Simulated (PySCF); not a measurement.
## IReN, quartet: structure and spectrum

Method: UPBE0/[Re def2-SVP with ECP60, N def2-SVP, I def2-SVP with ECP28], scalar-relativistic core potentials, density fitting, no spin–orbit coupling, PySCF.

The structure is a minimum.

- Point group: Cs
- Bond lengths: Re–I 2.653 Å, Re–N 1.644 Å
- Bond angles: I–Re–N 126.4°
- Principal polarisabilities: 50.0, 58.4, 107.3 bohr³
- Dipole moment: 1.90 D
- Rotational symmetry number: 1
- Principal quadrupole moments (Buckingham, traceless) about the centre of mass: -7.54, 3.18, 4.37 D Å
- Rotational constants: 0.7968, 0.02854, 0.02755 cm⁻¹
- Atomisation energy without zero-point energy: 748 kJ/mol
- Heat capacity Cp at 298.15 K: 50.0 J/(mol K)
- Entropy at 298.15 K and 1 bar (electronic part: spin only): 328.7 J/(mol K)
- Enthalpy at 298.15 K above 0 K: 13.24 kJ/mol
- Highest occupied level (α): -6.61 eV
- Spin squared ⟨S²⟩: 3.809
- Lowest empty level (β): -3.70 eV
- Zero-point energy: 8.8 kJ/mol

Harmonic modes (masses in u: Re 186.956, N 14.003, I 126.904):
```tsv
symmetry	ω (cm⁻¹)	IR (km/mol)	μ (u)
a'	127	1.2	17.48
a'	199	18.9	84.34
a'	1148	69.3	14.96
```

Charges (e):
```tsv
atom	Mulliken	Löwdin	polar tensor	spin (Mulliken)	Mayer order to Re1
Re1	0.43	-0.10	0.92	3.14	–
N2	-0.19	0.02	-0.46	-0.25	2.82
I3	-0.25	0.08	-0.46	0.11	1.12
```

Mulliken populations on Re1 (electrons outside its core potential): s 2.91, p 6.33, d 5.28, f 0.05.

Formally Re is in oxidation state +4, d3, with 3 unpaired electrons (the high-spin count). The Mulliken spin on Re is 3.14. The polar-tensor charge on Re, 0.92, is far below the formal one.

This need not be the most stable arrangement of these atoms. With open d or f shells other occupations or spin states may lie lower. No spin–orbit coupling is included, which matters more the heavier the element.

The final relaxation and frequency run took about 4 core-minutes on a shared host.
